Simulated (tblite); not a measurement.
Compound: C7H13BFN.
Numbering: `[BH2:1][N:2]1[CH2:3][C@@H:4]2[CH2:5][C@@H:6]([CH3:7])[C@:8]2([F:9])[CH2:10]1` (hydrogens: H11, H12 on B1; H13, H14 on C3; H15 on C4; H16, H17 on C5; H18 on C6; H19, H20, H21 on C7; H22, H23 on C10)

Computed with GFN2-xTB (tblite), gas phase: L-BFGS steps from a force-field or distance-geometry start until the largest atomic force falls under 0.01 eV/Å.

Step 0: E = -830.3501 eV
```
atom  x, y, z in Å  |  force x, y, z in eV/Å
B1     -3.1985   -0.2206   -0.6715    1.646  -0.373  -0.454
N2     -1.6751   -0.2061   -0.6362   -2.541   0.831   1.416
C3     -1.0945    1.1234   -0.8352   -0.508   1.106  -0.422
C4      0.2561    1.1477   -0.1535    0.281   0.716   0.189
C5      1.3836    0.4573   -0.9211    0.373   0.385  -1.023
C6      1.3508   -0.7144    0.0503    0.913  -0.528   0.342
C7      2.6581   -0.8730    0.8411    0.055  -0.359   0.384
C8      0.2292   -0.0164    0.8318   -0.496  -0.236  -0.091
F9      0.5386    0.3438    2.1298   -0.255  -0.382  -0.134
C10    -1.1614   -0.6545    0.6787    0.043  -0.468   0.287
H11    -3.8216    0.7672   -0.8994    0.441  -0.342  -0.128
H12    -3.7969   -1.2362   -0.5218    0.491   0.322   0.146
H13    -1.7372    1.9221   -0.3600    0.421  -0.520  -0.524
H14    -1.0018    1.3391   -1.9277   -0.182  -0.126   0.712
H15     0.5435    2.1225    0.3110   -0.385  -0.629  -0.490
H16     2.3238    1.0516   -0.8866   -0.553  -0.582  -0.325
H17     1.0978    0.1556   -1.9549    0.410   0.481   0.615
H18     1.0427   -1.6682   -0.4383    0.211   0.538   0.551
H19     3.4595   -1.2349    0.1745   -0.370   0.177   0.327
H20     2.9842    0.0882    1.3040   -0.383  -0.746  -0.412
H21     2.5068   -1.6173    1.6566    0.200   0.545  -0.541
H22    -1.0973   -1.7599    0.7120   -0.165   0.481   0.028
H23    -1.7951   -0.2903    1.5265    0.349  -0.292  -0.452
```

Step 1: E = -830.6167 eV
```
atom  x, y, z in Å  |  force x, y, z in eV/Å
B1     -3.1750   -0.2259   -0.6780    0.594  -0.171  -0.401
N2     -1.7114   -0.1942   -0.6160   -1.226   1.058   1.312
C3     -1.1018    1.1392   -0.8412   -0.154   0.251   0.173
C4      0.2601    1.1580   -0.1508   -0.108  -0.218  -0.307
C5      1.3889    0.4629   -0.9357   -0.003   0.035   0.117
C6      1.3639   -0.7219    0.0551    0.340   0.227   0.068
C7      2.6589   -0.8781    0.8466    0.067  -0.165   0.041
C8      0.2222   -0.0198    0.8305   -0.027  -0.108  -0.307
F9      0.5350    0.3383    2.1279   -0.275  -0.366  -0.102
C10    -1.1608   -0.6611    0.6829   -0.044  -0.051  -0.018
H11    -3.8153    0.7623   -0.9012    0.494  -0.420  -0.208
H12    -3.7899   -1.2316   -0.5197    0.521   0.264   0.161
H13    -1.7312    1.9147   -0.3674    0.119  -0.061  -0.344
H14    -1.0044    1.3373   -1.9176   -0.176  -0.061   0.258
H15     0.5380    2.1135    0.3040   -0.196  -0.126  -0.216
H16     2.3159    1.0433   -0.8913   -0.137  -0.293  -0.339
H17     1.1037    0.1624   -1.9462    0.244   0.308   0.087
H18     1.0457   -1.6605   -0.4304    0.181   0.259   0.403
H19     3.4543   -1.2324    0.1792   -0.192   0.080   0.222
H20     2.9787    0.0776    1.2981   -0.274  -0.468  -0.247
H21     2.5097   -1.6095    1.6488    0.136   0.188  -0.157
H22    -1.0997   -1.7530    0.7124   -0.137   0.105   0.006
H23    -1.7901   -0.2945    1.5200    0.252  -0.265  -0.201
```

Question: Estimate the geometry and energy of step 2. (The exact step hangs on the optimiser's Hessian estimate; all steps are aligned on step 1, rigid shifts and turns removed.)

Answer: E = -830.7827 eV, largest force 1.474 eV/Å
```
atom  x, y, z in Å  |  force x, y, z in eV/Å
B1     -3.1502   -0.2325   -0.6910   -0.949   0.028  -0.318
N2     -1.7577   -0.1621   -0.5739    0.620   0.903   0.987
C3     -1.1087    1.1521   -0.8392    0.078  -0.383   0.335
C4      0.2589    1.1564   -0.1576   -0.244  -0.362  -0.239
C5      1.3910    0.4660   -0.9386   -0.186  -0.184   0.407
C6      1.3779   -0.7191    0.0589   -0.147   0.353  -0.075
C7      2.6609   -0.8844    0.8498   -0.075   0.033  -0.231
C8      0.2186   -0.0240    0.8220    0.176  -0.049  -0.184
F9      0.5264    0.3267    2.1245   -0.266  -0.303  -0.113
C10    -1.1617   -0.6651    0.6840    0.041   0.182  -0.202
H11    -3.8000    0.7494   -0.9073    0.400  -0.338  -0.391
H12    -3.7736   -1.2229   -0.5147    0.468   0.073   0.187
H13    -1.7257    1.9102   -0.3794   -0.210   0.554  -0.052
H14    -1.0100    1.3350   -1.9068   -0.185  -0.076  -0.079
H15     0.5307    2.1066    0.2956   -0.104   0.048  -0.100
H16     2.3091    1.0324   -0.9019    0.243   0.029  -0.266
H17     1.1123    0.1732   -1.9404    0.113   0.126  -0.249
H18     1.0516   -1.6507   -0.4168    0.153   0.038   0.232
H19     3.4472   -1.2293    0.1868    0.109  -0.077  -0.013
H20     2.9694    0.0612    1.2894   -0.072  -0.006   0.008
H21     2.5143   -1.6015    1.6417    0.037  -0.206   0.235
H22    -1.1042   -1.7476    0.7127   -0.119  -0.196  -0.077
H23    -1.7816   -0.3030    1.5122    0.120  -0.188   0.199
```

The energy changes by -0.1660 eV. The first-order estimate −F·Δx gives -0.2790 eV and the mean of the old and new forces, exact on a quadratic surface, -0.1623 eV. The step makes an angle of 10° with the force vector and moves no atom by more than 0.070 Å.

What follows is the cost of the whole relaxation. Time: 1.6 s. Hardware: an Arm Neoverse N1 with one thread, shared host.
